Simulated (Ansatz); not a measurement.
`[SiH3][GeH2][B](Cl)Cl` and `CSB(Cl)Cl` differ in one atom or group.

Ansatz, PBE0-D4/def2-TZVP geometries, multiplicity 1. Each molecule was computed in one conformer, which needn't be the lowest.

Scalar relativity is left out up to krypton.

```
                                      property  `[SiH3][GeH2][B](Cl)Cl`
         HOMO energy (ωB97M-V/def2-TZVPP) / eV                    -9.97
size of the dipole moment (PBE/def2-TZVPP) / D                     0.43
       HOMO–LUMO gap (ωB97M-V/def2-TZVPP) / eV                     9.86
             HOMO energy (PBE/def2-TZVPP) / eV                    -6.83
          HOMO–LUMO gap (PBE0/def2-TZVPP) / eV                     5.84
           LUMO energy (B3LYP/def2-TZVPP) / eV                    -2.26
```

**Question.** Give the same properties after the change, and the shifts. (Estimate.)

**Answer.** Ansatz gave: 
```
                                      property  `CSB(Cl)Cl`  shift
         HOMO energy (ωB97M-V/def2-TZVPP) / eV        -9.88   0.09
size of the dipole moment (PBE/def2-TZVPP) / D         2.19   1.76
       HOMO–LUMO gap (ωB97M-V/def2-TZVPP) / eV        10.83   0.97
             HOMO energy (PBE/def2-TZVPP) / eV        -6.57   0.26
          HOMO–LUMO gap (PBE0/def2-TZVPP) / eV         6.63   0.79
           LUMO energy (B3LYP/def2-TZVPP) / eV        -1.28   0.98
```

With PBE0 the HOMO rises by 0.21 eV and the LUMO rises by 1.00 eV, so the gap widens by about 0.79 eV. PBE moves the HOMO by 0.26 eV and ωB97M-V by 0.09 eV. Dipoles are sizes alone; their direction can turn.

B3LYP here is the variant with VWN-RPA as its local correlation; programs differ in this.
